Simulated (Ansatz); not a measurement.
C4H3F3, SMILES `FC1=CC(F)(F)C1`, charge 0, multiplicity 1.

Q: Give a relaxed structure at PBE0-D4/def2-TZVP (the Gaussian-basis code of Ansatz). (Best estimate.)

A: Ansatz gave: 
```xyz
10

F    -1.0499    1.2218    1.7867
C    -0.5487    0.5994    0.7479
C    -0.8669    0.5860   -0.5430
C     0.2564   -0.3734   -0.7981
F    -0.1013   -1.5911   -1.2701
F     1.2399    0.0721   -1.6157
C     0.6120   -0.3465    0.7103
H    -1.6069    1.0511   -1.1757
H     0.4748   -1.2999    1.2227
H     1.5907    0.0804    0.9350
```
Point group Cs.
This is one stationary point; other conformers may exist.
